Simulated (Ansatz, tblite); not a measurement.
Cost and result up the ladder for Sn(vinyl)2(NHMe)2 (C₆H₁₄N₂Sn) (23 atoms). The state is a singlet with charge 0. Geometry: r2SCAN-D4/def2-SVP.

```xyz
23

Sn   -0.157   -0.204   -0.399
C     1.221   -0.738   -1.942
C     1.953   -1.855   -1.841
H     1.333   -0.092   -2.824
H     1.862   -2.524   -0.975
H     2.672   -2.151   -2.617
C    -2.242   -0.593   -0.655
C    -3.076    0.392   -1.015
H    -2.636   -1.605   -0.488
H    -2.715    1.414   -1.189
H    -4.153    0.221   -1.149
N    -0.068    1.843   -0.222
C    -0.615    2.507    0.948
H     0.835    2.233   -0.489
H    -0.783    3.583    0.752
H    -1.601    2.078    1.194
H     0.004    2.438    1.868
N     0.455   -1.340    1.203
C     1.719   -1.068    1.861
H    -0.289   -1.522    1.877
H     2.048   -1.935    2.465
H     2.505   -0.901    1.104
H     1.727   -0.182    2.533
```

Ansatz on 4 threads of Arm Neoverse V2 on a shared host; xTB runs through tblite on one thread. Times are rough, summed over both states, and most runs start from the orbitals of an earlier one. PBE0-D4/def2-TZVP serves as the yardstick here, not as an exact answer. The other state is a doublet.

In the def2 sets Sn takes a core potential; there is no spin–orbit coupling. The xTB rows come from tblite.

Raw xTB energies of ions are shifted by several eV.

```csv
level,functions,vertical IE (eV),difference from PBE0-D4/def2-TZVP (eV)
GFN2-xTB,55,12.03,4.37
LDA (SPW92)/def2-TZVP,382,7.48,-0.18
PBE0-D4/def2-TZVP,382,7.66,0.00
GFN1-xTB,69,12.84,5.17
PBE-D4/def2-TZVP,382,7.33,-0.33
```

Estimate how long each takes.

GFN2-xTB 0.022 s; GFN1-xTB 0.027 s; LDA (SPW92)/def2-TZVP 12 s; PBE-D4/def2-TZVP 22 s; PBE0-D4/def2-TZVP 63 s. On shared hardware such times vary by a factor of up to 3.
